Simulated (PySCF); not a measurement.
**Nonlinear optical response: `CC(=C=CC)N(C)C`, C$_{7}$H$_{13}$N**

Molfile (atoms numbered from 1):
```
C7H13N
     RDKit          3D

 21 20  0  0  0  0  0  0  0  0999 V2000
    3.2978   -1.3194   -0.0475 C   0  0  0  0  0  0  0  0  0  0  0  0
    2.1463   -0.8157   -0.8691 C   0  0  0  0  0  0  0  0  0  0  0  0
    1.0638   -0.2427   -0.3975 C   0  0  0  0  0  0  0  0  0  0  0  0
   -0.0295    0.3885    0.0071 C   0  0  0  0  0  0  0  0  0  0  0  0
   -0.0179    1.8860    0.1677 C   0  0  0  0  0  0  0  0  0  0  0  0
   -1.2438   -0.2701    0.2445 N   0  0  0  0  0  0  0  0  0  0  0  0
   -1.2366   -1.6941    0.0430 C   0  0  0  0  0  0  0  0  0  0  0  0
   -2.0360    0.1630    1.3693 C   0  0  0  0  0  0  0  0  0  0  0  0
    4.2412   -0.8366   -0.3533 H   0  0  0  0  0  0  0  0  0  0  0  0
    3.1388   -1.1267    1.0226 H   0  0  0  0  0  0  0  0  0  0  0  0
    3.4374   -2.4045   -0.1883 H   0  0  0  0  0  0  0  0  0  0  0  0
    2.2399   -0.9544   -1.9584 H   0  0  0  0  0  0  0  0  0  0  0  0
    0.9081    2.2993   -0.2501 H   0  0  0  0  0  0  0  0  0  0  0  0
   -0.8748    2.3357   -0.3595 H   0  0  0  0  0  0  0  0  0  0  0  0
   -0.0738    2.1888    1.2258 H   0  0  0  0  0  0  0  0  0  0  0  0
   -0.8069   -1.9277   -0.9415 H   0  0  0  0  0  0  0  0  0  0  0  0
   -2.2681   -2.0755    0.0756 H   0  0  0  0  0  0  0  0  0  0  0  0
   -0.6381   -2.2377    0.8044 H   0  0  0  0  0  0  0  0  0  0  0  0
   -2.1605    1.2539    1.3682 H   0  0  0  0  0  0  0  0  0  0  0  0
   -3.0404   -0.2811    1.2984 H   0  0  0  0  0  0  0  0  0  0  0  0
   -1.6041   -0.1316    2.3498 H   0  0  0  0  0  0  0  0  0  0  0  0
  1  2  1  0
  2  3  2  0
  3  4  2  0
  4  5  1  0
  4  6  1  0
  6  7  1  0
  6  8  1  0
  1  9  1  0
  1 10  1  0
  1 11  1  0
  2 12  1  0
  5 13  1  0
  5 14  1  0
  5 15  1  0
  7 16  1  0
  7 17  1  0
  7 18  1  0
  8 19  1  0
  8 20  1  0
  8 21  1  0
M  END
```

The calculation used quadratic response CAM-B3LYP/aug-cc-pVDZ first hyperpolarisability, Taylor convention, gas phase (PySCF). Geometry: PBE0-D3(BJ)/def2-SVP.

**Question.** What is the first hyperpolarisability, and how does it disperse?

**Answer.** In au, Taylor convention; the vector part is βᵢ = ⅓ Σⱼ (βᵢⱼⱼ + βⱼᵢⱼ + βⱼⱼᵢ); β∥ is 3/5 of the vector part along the dipole, the dipole points from − to +:
| process | λ (nm) | β vector norm | β∥ | β HRS | depolarisation ratio |
| --- | --- | --- | --- | --- | --- |
| static β(0;0,0) | ∞ | 396.2 | 56.5 | 161.8 | 5.25 |
| second harmonic β(−2ω;ω,ω) | 1907 | 435.2 | 63.0 | 177.6 | 5.22 |
| Pockels β(−ω;ω,0) | 1907 | 408.6 | 58.5 | – | – |
| second harmonic β(−2ω;ω,ω) | 1064 | 545.4 | 80.9 | 222.3 | 5.13 |
| Pockels β(−ω;ω,0) | 1064 | 438.1 | 63.5 | – | – |

**Question.** Which lowest excitations, dipole and polarisabilities go with it?

**Answer.** S1 4.72 eV (f = 0.002); S2 4.80 eV (f = 0.015); S3 5.29 eV (f = 0.108); dipole 0.86 D; isotropic α 105.2 au static, 105.6 au at 1907 nm, 106.5 au at 1064 nm, 106.9 au at 953.5 nm, 111.0 au at 532 nm.
